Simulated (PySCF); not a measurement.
Ga(Br)(OH)2 (BrGaH₂O₂), SMILES [OH][Ga]([OH])[Br].

Geometry: B3LYP-D3(BJ)/def2-SVP. The values are those of a single conformer.

Method: TDDFT-PBE0/def2-SVPD in PySCF.

Vertical excitations. Isolated molecule, no solvent. State labels are in the subgroup Cs.

| state | symmetry | energy (eV) | λ (nm) | f | main pairs |
|---|---|---|---|---|---|
| S1 | A' | 5.82 | 213 | 0.033 | HOMO→LUMO 98 % |
| S2 | A" | 5.84 | 212 | 0.006 | HOMO−1→LUMO 98 % |
| S3 | A" | 6.12 | 203 | 0.000 | HOMO−2→LUMO 98 % |
| S4 | A" | 6.80 | 182 | 0.000 | HOMO→LUMO+1 99 % |
| S5 | A' | 6.92 | 179 | 0.021 | HOMO−3→LUMO 49 %, HOMO−1→LUMO+1 47 % |
| S6 | A" | 6.98 | 178 | 0.086 | HOMO−4→LUMO 97 % |
| S7 | A' | 7.11 | 174 | 0.022 | HOMO−5→LUMO 57 %, HOMO−2→LUMO+1 25 %, HOMO−1→LUMO+1 11 % |
| S8 | A' | 7.53 | 165 | 0.257 | HOMO−1→LUMO+1 34 %, HOMO−3→LUMO 31 %, HOMO−5→LUMO 15 %, HOMO−6→LUMO 5 % |
| S9 | A" | 7.87 | 158 | 0.001 | HOMO−3→LUMO+1 98 % |
| S10 | A' | 7.93 | 156 | 0.159 | HOMO−2→LUMO+1 62 %, HOMO−5→LUMO 19 % |
| T1 | A' | 5.42 | 229 | 0 | HOMO→LUMO 95 % |
| T2 | A" | 5.50 | 225 | 0 | HOMO−1→LUMO 95 % |
| T3 | A" | 5.76 | 215 | 0 | HOMO−2→LUMO 95 % |
| T4 | A' | 6.28 | 197 | 0 | HOMO−3→LUMO 85 % |
Triplets are in the Tamm–Dancoff approximation, which puts them higher than full response would, so one can lie above its singlet here.
